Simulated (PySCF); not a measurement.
## In₂Cl⁺ at several levels of theory

All levels use the PBE0 minimum (singlet; Cl–In 2.654 Å (×2); In–Cl–In 180.0°), basis [Cl def2-TZVP, In def2-TZVP with ECP28], scalar-relativistic core potentials, density fitting, no spin–orbit coupling, PySCF. For vertical energies the ionised species is a doublet (spins chosen at PBE0 and kept) and the electron-attached one a doublet. Open shells are unrestricted, also as the reference of the correlated levels. A dash marks a value that was not computed or is not defined at that level.

```tsv
level	vertical IP (eV)	vertical EA (eV)	−ε(HOMO) (eV)	gap (eV)
PBE0	13.43	4.46	11.64	5.78
HF	12.65	3.49	13.31	9.98
MP2	13.78	4.01	–	–
PBE	13.37	4.60	10.81	4.22
r2SCAN	13.45	4.67	11.06	4.67
B3LYP	13.55	4.54	11.56	5.41
TPSSh	13.30	4.48	11.13	4.97
r2SCAN0	13.51	4.54	11.85	6.10
BP86	13.53	4.75	10.97	4.25
```
